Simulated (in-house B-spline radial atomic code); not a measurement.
A run on an ion of nuclear charge 59 with 59.4 electrons that did not converge. Method: scalar-relativistic (X2C) B3LYP, spin-polarised, spherical fractional occupations, Fermi nucleus of rms radius 4.8919 fm; computed with a B-spline radial code for spherical atoms.

Command:
```bash
python run_scf.py task.json out
```
Settings (nuclear radius in fm, mass in u):
```
Z                59
configuration    [Xe] 4f3.4 6s2
hamiltonian      x2c
method           b3lyp
spin_polarised   True
nucleus          fermi
rms_radius       4.8919
atomic_mass      140.90766
speed_of_light   137.035999084
```

First and last ten iterations of the last attempt (damped for 15 steps, keeping 80 % of the old Fock matrix, then DIIS):
```
 iter        energy (Eh)    residual
    1       -9226.686874    4.75e-01
    2       -9225.734432    5.68e-01
    3       -9231.398813    3.57e-01
    4       -9234.233235    2.11e-01
    5       -9235.574723    1.19e-01
    6       -9236.173369    7.61e-02
    7       -9236.424750    4.53e-02
    8       -9236.524489    2.50e-02
    9       -9236.562838    1.79e-02
   10       -9236.578464    1.27e-02
  111       -9232.953709    1.59e-01
  112       -9233.030047    1.56e-01
  113       -9233.028331    1.55e-01
  114       -9236.469343    3.93e-02
  115       -9236.464457    4.03e-02
  116       -9236.521858    2.91e-02
  117       -9232.831523    1.63e-01
  118       -9232.799487    1.64e-01
  119       -9232.761400    1.66e-01
  120       -9232.766103    1.66e-01
 not converged after 120 iterations
```

The smallest residual met was 1.1e-02; the threshold is about 6e-07. No energy from this run should be used. The likely cause: this method binds the added charge weakly or not at all at the basis-set limit, so charge moves back and forth between the atom and the box. Time taken, with all properties: 3.9 s on 1 thread of Arm Neoverse V2, with other jobs on the host.
